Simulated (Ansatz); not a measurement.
A run for Ansatz (a program for electronic structure): U-r2SCAN/def2-TZVPP on H3InSe (SMILES [SeH][InH2]), a point of a bond scan (R = 1.177 Å). Elements past Kr take the def2 small-core potentials; no spin–orbit coupling.

Ansatz 0.2 input:
```yaml
crystal:
  periodic: [false, false, false]
  atoms:
    - {symbol: In, position_ang: [0.22339801, 0.01839752, -0.98952239]}
    - {symbol: H, position_ang: [-1.02239165, -0.56246117, -2.02010142]}
    - {symbol: H, position_ang: [1.78075972, 0.62095011, -1.39331669]}
    - {symbol: Se, position_ang: [-0.37150912, -0.04334066, 1.47104518]}
    - {symbol: H, position_ang: [0.66684972, 0.40222385, 1.80179228]}
basis:
  gaussian:
    orbitals: def2-TZVPP
hamiltonian:
  xc: {name: r2SCAN}
magnetization: {spin_polarized: true, initial_magnetization: 0}
```

The log:

```
WARN ansatz: RAYON_NUM_THREADS=1 ignored (pool sized by the plan → 1); use --threads N
Functional definition: r2SCAN
integrals: 0.06 GiB planned
952 factors; their error is unknown
mean field: 0.56 GiB planned
mean field evaluation 1: about -70571.4763 eV, gradient 1.6e1 eV
mean field evaluation 2: about -70570.0244 eV, gradient 2.3e1 eV
mean field evaluation 4: about -70572.9825 eV, gradient 1.0e0 eV
mean field evaluation 8: about -70572.9553 eV, gradient 2.8e-2 eV
mean field evaluation 16: about -70572.9553 eV, gradient 5.7e-5 eV
mean field -70572.95529195 eV, -2593.5082709118 hartree, gradient 5.7e-5 eV, S^2 0.000000; 0 other end points of the search recorded, 0 dependent functions left out
reference -70572.95531047 eV, -2593.5082715925 hartree; 29, 29 occupied and 111, 111 virtual orbitals, 952 factors
Total energy: -70572.95531047 eV, -2593.5082715925 hartree
```

Self-consistency was reached.

Cost: roughly 6 core-seconds.
